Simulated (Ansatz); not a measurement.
C₈H₁₁BF₄S⁻, that is dimethylphenylsulfonium tetrafluoroborate with one electron more. Charge -1, multiplicity 2. Geometry PBE-D4/def2-SVP; atoms count from 1.

```xyz
25

C     0.683   -2.595   -2.065
S    -0.701   -1.140    0.637
C    -2.288   -1.619   -0.097
C    -0.747    0.626    0.526
C     0.450    1.294    0.883
C     0.499    2.691    0.831
C    -0.617    3.446    0.424
C    -1.797    2.780    0.065
C    -1.869    1.377    0.112
H     1.419   -1.991   -1.511
H     0.523   -3.647   -1.785
H     0.049   -2.150   -2.847
H    -2.274   -2.726   -0.120
H    -3.161   -1.281    0.500
H    -2.380   -1.250   -1.139
H     1.327    0.697    1.182
H     1.439    3.197    1.104
H    -0.563    4.546    0.382
H    -2.680    3.353   -0.260
H    -2.806    0.879   -0.175
F     2.470   -0.838    1.859
B     3.110   -1.307    0.669
F     2.642   -0.522   -0.423
F     4.504   -1.162    0.794
F     2.769   -2.656    0.454
```

In the doublet geometry the species has come apart into loosely held pieces.

(1) Estimate the Mulliken populations from the PBE0/def2-SVP orbitals of Ansatz.

(2) Where does the spin sit?

(3) And the Mayer bond orders between bonded heavy atoms (over 0.3)?

## Answers

(1) 
```
atom  charge (e)  spin (α − β)
  C1       -0.28          1.15
  S2        0.06          0.01
  C3       -0.18          0.00
  C4       -0.09          0.00
  C5        0.02          0.00
  C6       -0.04          0.00
  C7       -0.04          0.00
  C8       -0.03          0.00
  C9       -0.05          0.00
 H10        0.15         -0.06
 H11        0.04         -0.05
 H12        0.03         -0.06
 H13        0.08          0.00
 H14        0.07          0.00
 H15        0.08          0.00
 H16        0.07          0.00
 H17        0.01          0.00
 H18        0.00          0.00
 H19       -0.01          0.00
 H20       -0.01          0.00
 F21       -0.30          0.00
 B22        0.31          0.00
 F23       -0.31          0.00
 F24       -0.28          0.00
 F25       -0.29          0.00
```
Mulliken values and Mayer orders depend strongly on the basis.

(2) Summed by element: C 1.15, S 0.01, H -0.16, F 0.00, B 0.00, of 1 unpaired in all. Largest on single atoms: C1 1.15, H10 -0.06, H12 -0.06.

(3) S2–C3 1.03 (1.81 Å); S2–C4 1.06 (1.77 Å); C4–C5 1.37 (1.42 Å); C4–C9 1.37 (1.41 Å); C5–C6 1.45 (1.40 Å); C6–C7 1.35 (1.41 Å); C7–C8 1.41 (1.40 Å); C8–C9 1.40 (1.41 Å); F21–B22 0.98 (1.43 Å); B22–F23 0.97 (1.42 Å); B22–F24 1.13 (1.41 Å); B22–F25 1.09 (1.41 Å).
